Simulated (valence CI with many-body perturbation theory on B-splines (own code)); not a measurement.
## E1 transitions of Re⁴³⁺

Calculated by configuration interaction combined with many-body perturbation theory (CI+MBPT): four valence electrons over a frozen Dirac-Fock core [Ar] 3d10, radial functions for each j: 11 s, 11 p, 9 d, 7 f, 5 g, 2 h, 1 i, with the one-electron correlation potential Σ1, the two-electron term Σ2, the three-electron term Σ3, Breit, model QED; selected CI, second order for the rest (own B-spline code, finite nucleus).

No measured spectrum was set against this ion. As an estimate, large intervals hold to a few tenths of a per cent, small ones and those within an open d or f shell to about a per cent.

Lines 101 to 150 of 239 in falling wavelength, among levels below 517.77 eV, chosen from the strongest by gf and those to the six lowest levels. Wavelengths and rates use the calculated energies. Electric multipoles are in the length gauge, E1 and E2 with the static RPA response of the core. Weak lines are less certain than strong ones. Lines between different terms over intervals too small for the method are left out, as are lines whose strength nearly cancels. The highest levels of a list are the least certain.

Levels are named by their leading jj configuration (3d3/2^4 stands for four electrons in 3d with j = 3/2), which in mixed levels can hold well under half, so a name can repeat and another be missing. Letters in brackets count levels of one name in rising energy.

```csv
λ vac (nm),Upper,Lower,A (s⁻¹),S (a.u.)
6.591,(4s^2 4p3/2 4d5/2) J=1,(4s^2 4p3/2^2) J=0,2.82e+11,1.20e-01
6.586,(4s 4p1/2 4p3/2 4d5/2) J=1 [b],(4s 4p1/2 4p3/2^2) J=1 [a],3.70e+11,1.56e-01
6.563,(4s 4p1/2 4p3/2 4d5/2) J=3 [d],(4s 4p1/2 4p3/2^2) J=2 [b],4.78e+11,4.67e-01
6.557,(4s 4p1/2 4p3/2 4d5/2) J=1 [a],(4s 4p1/2 4p3/2^2) J=0,2.68e+11,1.12e-01
6.549,(4s 4p1/2 4p3/2 4d5/2) J=2 [c],(4s 4p1/2 4p3/2^2) J=1 [a],2.15e+11,1.49e-01
6.543,(4s 4p1/2 4p3/2 4d5/2) J=0,(4s 4p1/2 4p3/2^2) J=1 [a],2.28e+11,3.16e-02
6.535,(4s 4p1/2 4p3/2 4d5/2) J=2 [d],(4s 4p1/2 4p3/2^2) J=1 [b],4.54e+11,3.13e-01
6.501,(4s 4p1/2 4p3/2 4d5/2) J=3 [b],(4s 4p1/2 4p3/2^2) J=2 [a],1.07e+11,1.02e-01
6.482,(4s 4p1/2 4p3/2 4d5/2) J=2 [d],(4s 4p1/2 4p3/2^2) J=2 [b],8.06e+10,5.41e-02
6.426,(4s 4p1/2^2 4d5/2) J=2,(4s 4p1/2^2 4p3/2) J=2,8.37e+10,5.48e-02
6.399,(4s 4p1/2 4p3/2 4d5/2) J=3 [c],(4s 4p1/2 4p3/2^2) J=3,1.42e+10,1.29e-02
6.396,(4s 4p1/2 4p3/2 4d5/2) J=2 [d],(4s 4p1/2 4p3/2^2) J=1 [a],1.94e+11,1.25e-01
6.392,(4s 4p1/2 4p3/2 4d5/2) J=4 [c],(4s 4p1/2 4p3/2^2) J=3,5.31e+11,6.16e-01
6.347,(4s 4p1/2 4p3/2 4d5/2) J=1 [b],(4s 4p1/2 4p3/2^2) J=0,4.63e+10,1.75e-02
6.347,(4s 4p1/2 4p3/2^2) J=2 [a],(4s^2 4p1/2 4p3/2) J=2,2.06e+10,1.30e-02
6.345,(4s 4p1/2 4p3/2 4d5/2) J=2 [a],(4s^2 4p1/2 4d5/2) J=2,2.41e+11,1.52e-01
6.333,(4s^2 4p3/2 4d5/2) J=3,(4s^2 4p3/2^2) J=2,7.93e+11,6.96e-01
6.275,(4s^2 4p3/2 4d5/2) J=1,(4s^2 4p3/2^2) J=2,1.74e+11,6.36e-02
6.256,(4s 4p1/2 4p3/2 4d3/2) J=1 [d],(4s^2 4p1/2 4d5/2) J=2,5.49e+10,1.99e-02
6.254,(4s^2 4p1/2 4f5/2) J=3,(4s^2 4p1/2 4d3/2) J=2,1.41e+10,1.19e-02
6.245,(4s 4p1/2 4p3/2 4d5/2) J=3 [a],(4s^2 4p1/2 4d5/2) J=3,1.24e+11,1.04e-01
6.238,(4s 4p1/2 4p3/2 4d5/2) J=1 [a],(4s 4p1/2 4p3/2^2) J=2 [a],5.33e+10,1.91e-02
6.216,(4s 4p1/2 4p3/2 4d5/2) J=3 [c],(4s 4p1/2 4p3/2^2) J=2 [a],7.89e+11,6.55e-01
6.208,(4s 4p1/2 4p3/2^2) J=2 [a],(4s^2 4p1/2 4p3/2) J=1,4.88e+11,2.88e-01
6.188,(4s 4p1/2 4p3/2 4d5/2) J=2 [c],(4s 4p1/2 4p3/2^2) J=3,1.04e+11,6.09e-02
6.166,(4s 4p1/2 4p3/2^2) J=3,(4s^2 4p1/2 4p3/2) J=2,2.65e+11,2.15e-01
6.140,(4s 4p1/2 4p3/2 4d5/2) J=3 [a],(4s^2 4p1/2 4d5/2) J=2,2.66e+10,2.13e-02
6.122,(4s 4p1/2 4p3/2 4d5/2) J=3 [d],(4s 4p1/2 4p3/2^2) J=3,1.93e+11,1.53e-01
6.106,(4s 4p1/2 4p3/2 4d5/2) J=2 [b],(4s^2 4p1/2 4d5/2) J=3,1.62e+11,9.12e-02
6.081,(4s^2 4p1/2 4f5/2) J=2,(4s^2 4p1/2 4d3/2) J=2,2.94e+10,1.63e-02
6.074,(4s 4p1/2 4p3/2 4d5/2) J=3 [b],(4s^2 4p1/2 4d5/2) J=3,1.29e+11,9.99e-02
6.052,(4s 4p1/2 4p3/2 4d5/2) J=2 [d],(4s 4p1/2 4p3/2^2) J=3,7.47e+10,4.08e-02
6.048,(4s 4p1/2 4p3/2 4d5/2) J=1 [b],(4s 4p1/2 4p3/2^2) J=2 [a],1.49e+11,4.87e-02
6.042,(4s 4p1/2 4p3/2 4d3/2) J=1 [e],(4s^2 4p1/2 4d5/2) J=2,4.53e+10,1.48e-02
6.036,(4s 4p1/2 4p3/2 4d5/2) J=4 [b],(4s^2 4p1/2 4d5/2) J=3,1.46e+11,1.43e-01
6.033,(4p1/2^2 4p3/2^2) J=2,(4s 4p1/2^2 4p3/2) J=1,4.23e+11,2.30e-01
6.023,(4s 4p1/2 4p3/2 4d3/2) J=1 [d],(4s^2 4p1/2 4d3/2) J=1,1.44e+11,4.65e-02
6.006,(4s 4p1/2 4p3/2 4d5/2) J=2 [b],(4s^2 4p1/2 4d5/2) J=2,5.50e+10,2.94e-02
5.975,(4s 4p1/2 4p3/2 4d5/2) J=3 [b],(4s^2 4p1/2 4d5/2) J=2,1.85e+11,1.37e-01
5.955,(4s 4p1/2 4p3/2 4d5/2) J=3 [d],(4s 4p1/2 4p3/2^2) J=2 [a],4.65e+10,3.39e-02
5.921,(4s 4p1/2 4p3/2^2) J=0,(4s^2 4p1/2 4p3/2) J=1,2.80e+11,2.87e-02
5.908,(4s 4p1/2 4p3/2 4d3/2) J=2 [b],(4s^2 4p1/2 4d3/2) J=2,2.83e+11,1.44e-01
5.888,(4s 4p1/2 4p3/2 4d5/2) J=2 [d],(4s 4p1/2 4p3/2^2) J=2 [a],1.67e+11,8.43e-02
5.870,(4s 4p3/2^3) J=2,(4s^2 4p3/2^2) J=2,8.80e+11,4.39e-01
5.868,(4p1/2^2 4p3/2^2) J=0,(4s 4p1/2^2 4p3/2) J=1,5.00e+11,4.99e-02
5.846,(4s 4p1/2 4p3/2^2) J=1 [a],(4s^2 4p1/2 4p3/2) J=2,4.13e+10,1.22e-02
5.840,(4s 4p1/2^2 4p3/2) J=1,(4s^2 4p1/2^2) J=0,3.57e+11,1.05e-01
5.837,(4s 4p1/2 4p3/2 4d3/2) J=0 [b],(4s^2 4p1/2 4d3/2) J=1,4.56e+11,4.48e-02
5.824,(4s 4p1/2 4p3/2 4d3/2) J=1 [e],(4s^2 4p1/2 4d3/2) J=1,1.67e+11,4.90e-02
5.819,(4s 4p1/2 4p3/2 4d5/2) J=4 [c],(4s^2 4p1/2 4d5/2) J=3,2.00e+11,1.75e-01
```
